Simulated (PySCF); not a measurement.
## Structure from 2D NMR

Compound of formula C4H7FN2Si. Correlations simulated from computed shifts and the bond graph:

HSQC (one-bond C–H):
```csv
δH,δC
7.37,146.7
7.36,137.8
5.90,80.1
```

HMBC (two and three bonds, from the bond graph):
```csv
δH,δC
7.37,"137.8, 135.1"
7.36,"146.7, 135.1, 80.1"
5.90,"137.8, 135.1"
5.04,"146.7, 135.1"
```

Carbons without hydrogens: δ 135.1.

[PySCF 2.14.0 with density-fitted response routines: GIAO PBE0/pcSseg-1 shieldings; GFN2-xTB geometry; single conformer; no relativistic terms; no solvent; equivalent nuclei averaged]

Referencing at the same level of theory: ¹H (σref 31.72) and ¹³C (σref 186.93) vs TMS.

Exchangeable hydrogens are left out of these lists.

Q: Which molecule is this?

A: SMILES FCc1cncn1[SiH3].

Atoms are numbered as in `[F:1][CH2:2][c:3]1[cH:4][n:5][cH:6][n:7]1[SiH3:8]`. Hydrogens are named by the atom that carries them.

1. δC 146.7 is C6, an aromatic CH between two ring heteroatoms (δH 7.37).
2. δC 137.8 is C4, an aromatic CH next to a ring nitrogen (δH 7.36).
3. δC 135.1 is C3, a substituted aromatic carbon next to a ring nitrogen.
4. δC 80.1 is C2, an sp3 CH2 bonded to F, on an aromatic ring (δH 5.90).
5. HMBC from δH 7.37 reaches the proton-free carbon C3.
6. HMBC from δH 7.36 reaches the proton-free carbon C3.
7. HMBC from δH 5.90 reaches the proton-free carbon C3.
8. HMBC from δH 5.04 reaches the proton-free carbon C3.

This is the structure that produced the data.

Shifts are as computed. Against solution values, carbons near 30 ppm lie about +3 ppm off and those near 130 ppm about +5 ppm. Of 1309 compounds with measured shifts, 239 miss one by over three times the rms of a fit or turn the order of signals round; such compounds aren't used in these exercises.
